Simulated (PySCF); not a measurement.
Al(H)2(NH2) (AlH₄N), SMILES [NH2][AlH2].

Geometry optimised at B3LYP-D3(BJ)/def2-TZVP.

Vertical ionisation energy (IE) and electron affinity (EA) in eV. Rows of orbital energies are one-electron estimates. Where ΔSCF, EOM or ADC give a negative EA the extra electron is unbound and the value depends on the basis.

| level | IE | EA |
|---|---|---|
| −ε(HOMO), −ε(LUMO), PBE0/def2-TZVPD (PySCF) | 7.60 | 0.70 |
| −ε(HOMO), −ε(LUMO), PBE/def2-TZVPD (PySCF) | 6.27 | 1.46 |
| ADC(2)/aug-cc-pVDZ (PySCF) | 9.20 | -0.68 |

Question: Beyond the first one, list the lowest photoelectron lines from ADC(2)/aug-cc-pVDZ run with PySCF 2.14.0 with their pole strengths (two spins summed). (An estimate is asked for; the answer gives what the named calculation found.)

Answer: 11.15 eV (1.88), 12.10 eV (1.80), 14.86 eV (1.80), 15.49 eV (1.74).
